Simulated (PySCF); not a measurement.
CH8Si2, charge -1, doublet, geometry from GFN2-xTB (a state made from the parent by changing its charge; the spin is typed, not shown lowest) (in this run its highest filled SCF level lies above zero, so its values depend strongly on the basis, on diffuse functions most of all); MP2/aug-cc-pVDZ run with PySCF.

Input for PySCF:
```python
from pyscf import gto, scf, mp

mol = gto.Mole()
mol.atom = '''
    Si    1.321840    0.747185    0.018550
    C     0.304305   -0.862948   -0.159684
    Si   -1.465487   -0.310137    0.061533
    H     2.814673    0.601153   -0.117312
    H     1.104940    1.227750   -1.425940
    H     1.330131    0.755330    1.556211
    H     0.581245   -1.604765    0.591803
    H     0.450860   -1.331236   -1.134849
    H    -1.867257    0.585291   -1.042259
    H    -1.680308    0.193099    1.433456
    H    -2.549051   -1.367595   -0.024162
'''
mol.basis = 'aug-cc-pvdz'
mol.charge = -1
mol.spin = 1
mol.verbose = 4
mol.build()

mf = scf.UHF(mol)
mf.kernel()

pt = mp.MP2(mf, frozen=11)
pt.kernel()
print('E(MP2) = %.10f' % pt.e_tot)
```

The log (banner, timings and long lists left out):

```
PySCF version 2.14.0

[INPUT] verbose = 4
[INPUT] num. atoms = 11
[INPUT] num. electrons = 43
[INPUT] charge = -1
[INPUT] spin (= nelec alpha-beta = 2S) = 1
[INPUT] symmetry False subgroup None
[INPUT] Mole.unit = angstrom
[INPUT] Symbol           X                Y                Z      unit          X                Y                Z       unit  Magmom
[INPUT]  1 Si     1.321840000000   0.747185000000   0.018550000000 AA    2.497915580495   1.411975014383   0.035054419611 Bohr   0.0
[INPUT]  2 C      0.304305000000  -0.862948000000  -0.159684000000 AA    0.575053108336  -1.630735379741  -0.301759026475 Bohr   0.0
[INPUT]  3 Si    -1.465487000000  -0.310137000000   0.061533000000 AA   -2.769369069110  -0.586073991094   0.116280517623 Bohr   0.0
[INPUT]  4 H      2.814673000000   0.601153000000  -0.117312000000 AA    5.318961100208   1.136014528961  -0.221687551125 Bohr   0.0
[INPUT]  5 H      1.104940000000   1.227750000000  -1.425940000000 AA    2.088033984077   2.320111249435  -2.694636070062 Bohr   0.0
[INPUT]  6 H      1.330131000000   0.755330000000   1.556211000000 AA    2.513583299794   1.427366833668   2.940812582036 Bohr   0.0
[INPUT]  7 H      0.581245000000  -1.604765000000   0.591803000000 AA    1.098393861273  -3.032566344288   1.118345589696 Bohr   0.0
[INPUT]  8 H      0.450860000000  -1.331236000000  -1.134849000000 AA    0.852001920521  -2.515671447161  -2.144553802737 Bohr   0.0
[INPUT]  9 H     -1.867257000000   0.585291000000  -1.042259000000 AA   -3.528604334177   1.106039693173  -1.969584060863 Bohr   0.0
[INPUT] 10 H     -1.680308000000   0.193099000000   1.433456000000 AA   -3.175321924916   0.364904224927   2.708839251615 Bohr   0.0
[INPUT] 11 H     -2.549051000000  -1.367595000000  -0.024162000000 AA   -4.817008267549  -2.584379999325  -0.045659562622 Bohr   0.0

nuclear repulsion = 152.872024367974
number of shells = 64
number of NR pGTOs = 223
number of NR cGTOs = 149
basis = aug-cc-pvdz
ecp = {}

******** <class 'pyscf.scf.uhf.UHF'> ********
method = UHF
initial guess = minao
damping factor = 0
level_shift factor = 0
DIIS = <class 'pyscf.scf.diis.CDIIS'>
diis_start_cycle = 1
diis_space = 8
diis_damp = 0
SCF conv_tol = 1e-09
SCF conv_tol_grad = None
SCF max_cycles = 50
direct_scf = True
direct_scf_tol = 1e-13
number electrons alpha = 22  beta = 21
Set gradient conv threshold to 3.16228e-05
init E= -620.150498938595

cycle= 1 E= -620.262722789203  delta_E= -0.112  |g|= 0.193  |ddm|= 2.74
cycle= 2 E= -620.299241143153  delta_E= -0.0365  |g|= 0.0592  |ddm|= 0.935
cycle= 3 E= -620.303539278606  delta_E= -0.0043  |g|= 0.0261  |ddm|= 0.327
cycle= 4 E= -620.304355387811  delta_E= -0.000816  |g|= 0.00737  |ddm|= 0.211
cycle= 5 E= -620.304545582627  delta_E= -0.00019  |g|= 0.00406  |ddm|= 0.171
cycle= 6 E= -620.304635481665  delta_E= -8.99e-05  |g|= 0.00191  |ddm|= 0.181
cycle= 7 E= -620.304668748666  delta_E= -3.33e-05  |g|= 0.000941  |ddm|= 0.166
cycle= 8 E= -620.304680698962  delta_E= -1.2e-05  |g|= 0.000588  |ddm|= 0.123
cycle= 9 E= -620.304686215647  delta_E= -5.52e-06  |g|= 0.000298  |ddm|= 0.106
cycle= 10 E= -620.304687462199  delta_E= -1.25e-06  |g|= 0.000145  |ddm|= 0.0534
cycle= 11 E= -620.304687708785  delta_E= -2.47e-07  |g|= 7.36e-05  |ddm|= 0.0232
cycle= 12 E= -620.304687770041  delta_E= -6.13e-08  |g|= 4.14e-05  |ddm|= 0.00832
cycle= 13 E= -620.30468779705  delta_E= -2.7e-08  |g|= 2.09e-05  |ddm|= 0.00675
cycle= 14 E= -620.304687804045  delta_E= -7e-09  |g|= 1.13e-05  |ddm|= 0.00386
cycle= 15 E= -620.30468780553  delta_E= -1.48e-09  |g|= 5.74e-06  |ddm|= 0.0016
cycle= 16 E= -620.304687805851  delta_E= -3.21e-10  |g|= 2.78e-06  |ddm|= 0.000768
Extra cycle  E= -620.304687805873  delta_E= -2.16e-11  |g|= 1.91e-06  |ddm|= 8.41e-05
converged SCF energy = -620.304687805873  <S^2> = 0.75999714  2S+1 = 2.0099723

******** <class 'pyscf.mp.ump2.UMP2'> ********
nocc = (np.int64(11), np.int64(10)), nmo = (138, 138)
frozen orbitals 11
E(UMP2) = -620.705492520136  E_corr = -0.40080471426302
E(SCS-UMP2) = -620.71853038248  E_corr = -0.413842576607608
E_corr(same-spin) = -0.0774497082784801
E_corr(oppo-spin) = -0.32335500598454
E(MP2) = -620.7054925201
```
